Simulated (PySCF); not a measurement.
CH4Cl2GeO. Atoms are numbered in the order given.

```xyz
9

C      1.1933     1.7563     0.0000
Ge    -0.0613     0.2877     0.0000
O     -1.7037     0.9401     0.0000
Cl     0.1925    -0.9888     1.7384
Cl     0.1925    -0.9888    -1.7384
H      1.0294     2.3661    -0.8996
H      2.2180     1.3612     0.0000
H      1.0294     2.3661     0.8996
H     -2.3897     0.2579     0.0000
```
Charge 0, spin multiplicity 1.

The structure is a stationary point at B3LYP-D3(BJ)/def2-SVP. This is a generated structure with no PubChem entry under its InChIKey; it may be hypothetical. Other conformers were not sampled.

These are r2SCAN/def2-TZVP (PySCF) values and carry that method's errors.

Isolated molecule, no solvent.

```json
{
  "total_energy": "-3113.22732 hartree",
  "point_group": "Cs",
  "highest_occupied_level": "-7.87 eV",
  "lowest_empty_level": "-1.45 eV",
  "orbital_gap": "6.42 eV",
  "dipole_moment": "1.54 D",
  "quadrupole, principal values (traceless, Buckingham form, about the centre of nuclear charge)": "-5.55, -5.03, 10.58 D·Å",
  "mean_static_polarisability": "67.8 bohr³ (10.05 Å³)",
  "polarisability_principal_values": "59.9, 70.0, 73.5 bohr³"
}
```
